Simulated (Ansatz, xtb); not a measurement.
## Relative energy of two isomers of C4H2ClNO2

Structure I is `O=Cc1cnoc1Cl`, a singlet and structure II is `O=Cc1ncc(Cl)o1`, a singlet. Both are isolated molecules in the gas phase, relaxed with PBE0-D3(BJ)/def2-SVP; the shapes shown needn't be the lowest conformers.

I (Å):

```xyz
10

C     0.1422   -0.6409    0.8254
C    -0.0753   -0.0789   -0.5077
C     0.8902    0.2218   -1.5134
C    -1.2465    0.2956   -1.1193
Cl   -2.8467    0.2560   -0.5888
N     0.3442    0.7149   -2.5875
O     1.2315   -0.9317    1.2518
O    -1.0117    0.7606   -2.3345
H    -0.7856   -0.7845    1.4316
H     1.9700    0.0829   -1.4609
```

II (Å):

```xyz
10

C    -2.1241   -0.0456    1.2525
C    -1.5011    0.6138    0.0971
C    -0.4863    1.0452   -1.7122
C    -0.8885    2.2283   -1.1492
Cl   -0.7233    3.8383   -1.6185
N    -0.8917    0.0320   -0.8937
O    -2.6779    0.5364    2.1471
O    -1.5310    1.9621   -0.0044
H    -2.0239   -1.1558    1.2046
H     0.0590    0.8899   -2.6402
```

Problem. Estimate E(II) − E(I) at the level CCSD(T)/def2-SVP + ΔMP2/def2-TZVPP.

Solution. Calculated at CCSD(T)/def2-SVP + ΔMP2/def2-TZVPP: E(II) − E(I) = −21.5 kcal/mol, so structure II lies lower.

How the difference moves with the method:

```csv
level,geometry,E(II) − E(I) (kcal/mol),departure from the last row (kcal/mol),"job, with rough time for the two"
GFN2-xTB,GFN2-xTB,−25.1,−3.6,"optimisation, 0.12 s"
HF/STO-3G,GFN2-xTB,−12.3,+9.3,"single point, 0.48 s"
r2SCAN-D4/def2-SVP,GFN2-xTB,−23.6,−2.0,"single point, 6.2 s"
PBE0-D3(BJ)/def2-SVP,PBE0-D3(BJ)/def2-SVP,−23.3,−1.7,"optimisation, 47 s"
HF/def2-SVP,PBE0-D3(BJ)/def2-SVP,−26.5,−4.9,part of the CCSD(T) run
MP2/def2-SVP,PBE0-D3(BJ)/def2-SVP,−24.6,−3.0,part of the CCSD(T) run
CCSD(T)/def2-SVP,PBE0-D3(BJ)/def2-SVP,−22.7,−1.2,single point
CCSD(T)/def2-SVP + ΔMP2/def2-TZVPP,PBE0-D3(BJ)/def2-SVP,−21.5,,"single point, 97 s"
```

As drawn, II has 1 C∷N, 1 C∷O in place of 1 C∷C, 1 N∷O (∷ is an aromatic bond).

The levels shown agree on the order. The largest departure from CCSD(T)/def2-SVP + ΔMP2/def2-TZVPP is that of HF/STO-3G, 9.3 kcal/mol. The last row adds to CCSD(T) the change of the MP2 difference between the two basis sets, here +1.2 kcal/mol.

With thermal terms from frequencies at re-optimised GFN2-xTB minima (ideal gas, soft modes damped towards free rotors, one conformer each, 298.15 K, 1 atm): the zero-point term adds +0.1 kcal/mol; ΔH is −21.5 and ΔG −21.4 kcal/mol.

The correlated steps freeze 12 core orbitals. Programs: Ansatz 0.2.0, xtb 6.7.1; the last row on 2 threads of Arm Neoverse V2 on a shared host.
